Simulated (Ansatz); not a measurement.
AlCl3. Charge 0, multiplicity 1. Geometry relaxed at PBE-D4/def2-TZVP.

Cartesian coordinates in Å:
```
Al 0.0000 0.0000 0.0000
Cl 1.2216 1.5248 -0.7264
Cl 0.6773 -1.9714 -0.0085
Cl -1.8989 0.4466 0.7349
```

(1) Estimate the harmonic wavenumbers at RKS PBE-D4/def2-TZVP (Ansatz, unscaled). Is this a minimum?

## Answers

(1) 139, 139, 195, 370, 605, 605 cm⁻¹. Yes, no mode is imaginary beyond noise. Zero-point energy 12.3 kJ/mol. Run time 14 s (4 threads of Arm Neoverse V2 on a shared host).
